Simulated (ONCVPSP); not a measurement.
# Ranking ONCV potentials for He

All share these settings but for the change named:

helium, optimised norm-conserving Vanderbilt (ONCV), made with ONCVPSP 4.0.1 (PBE, scalar-relativistic). Core none, reference 1s2. Waves: 1s: rc 0.55 bohr, ncon 4, nbas 9, qcut 15.4 1/bohr, 2 projectors, debl 1.8 Ha; p scattering state at 0.03 Ha: rc 0.50 bohr, ncon 4, nbas 7, qcut 16.4 1/bohr, 2 projectors, debl 1.1 Ha. Local part: polynomial inside 0.40 bohr (lpopt 2, dvloc0 0 Ha). Core correction: none.

Test errors are all-electron minus pseudo excitation energies from the reference, over 1s1; 1s1.5. None of these files shows a bound ghost.

The base gives 4.7 meV.

Of 9 variants that were run, those that failed, showed a ghost or another fault, or gave nearly equal values are left out.

Question: Rank these variants by their largest absolute test error, smallest first.
A. s: rc 0.64
B. s: rc 0.7
C. s: rc 0.6
D. s: rc 0.5
E. s: rc 0.38; local potential polynomial inside 0.38 bohr (lpopt 2, dvloc0 0 Ha)

Answer: E (0.5 meV), D (3.0 meV), C (6.6 meV), A (8.2 meV), B (10.9 meV).
